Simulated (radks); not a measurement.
Initial-state core-level shifts of the ytterbium ion Yb2+ when its valence configuration changes from [Xe] 4f14. Calculated with a radial shooting solver on a logarithmic mesh with Libxc functionals: Dirac Kohn-Sham, PBEsol, spin-unpolarised, spherical densities, point nucleus; open shells fill j = l - 1/2 first. Shifts are changes of the shell-averaged eigenvalues in eV (positive: less bound).

| valence | 1s | 3s | 3d | 5s |
|---|---|---|---|---|
| 4f13 6p1 | -10.405 | -11.705 | -11.628 | -8.014 |
| 4f13 6s1 | -9.241 | -10.556 | -10.477 | -6.841 |
| 4f12 5d1 6s1 | -16.924 | -19.855 | -19.658 | -11.121 |
| 4f12 6p2 | -22.225 | -25.198 | -25.023 | -16.369 |
| 4f12 6s1 6p1 | -21.132 | -24.110 | -23.934 | -15.290 |
| 4f11 5d1 6s1 6p1 | -29.684 | -34.597 | -34.282 | -19.613 |
| 4f11 6s2 6p1 | -33.126 | -38.100 | -37.810 | -22.861 |
| 4f13.5 5d0.5 | -3.162 | -3.758 | -3.714 | -2.008 |
| 4f12 5d2 | -14.038 | -16.912 | -16.699 | -8.206 |
